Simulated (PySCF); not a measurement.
**How the method changes the constants of HgO**

State: ³Π (triplet), unpaired electrons σ ↑, π ↑. Set-up: PySCF, scalar-relativistic core potentials, basis sets Hg cc-pVDZ-PP with ECP60, O cc-pVDZ. De refers to Hg + O in their high-spin ground configurations, without counterpoise correction. The functionals are run spin-unrestricted. A positive dipole means Hg(−)O(+). Levels whose curve was spin-contaminated or gave no clean fit are not listed.

```csv
Level,Re (Å),ωe (cm⁻¹),De (eV),μ (D)
PBE,2.199,296,0.64,-1.44
PW91,2.194,300,0.68,-1.43
BLYP,2.248,271,0.55,-1.38
r²SCAN,2.166,319,0.58,-1.48
TPSSh,2.223,267,0.391,-1.45
PBE0,2.225,252,0.336,-1.51
HSE06,2.237,247,0.337,-1.47
```

What does the step from GGA to meta-GGA do here, going from PBE to r²SCAN?

r²SCAN less PBE: -3.3 pm in Re, +7.8 % in ωe, -0.06 eV in De. 

These are scalar-relativistic numbers at best; spin–orbit coupling would shift them, the dissociation energy most. The state is the lowest determinant that a PBE0 search found; another state may lie lower at other levels.
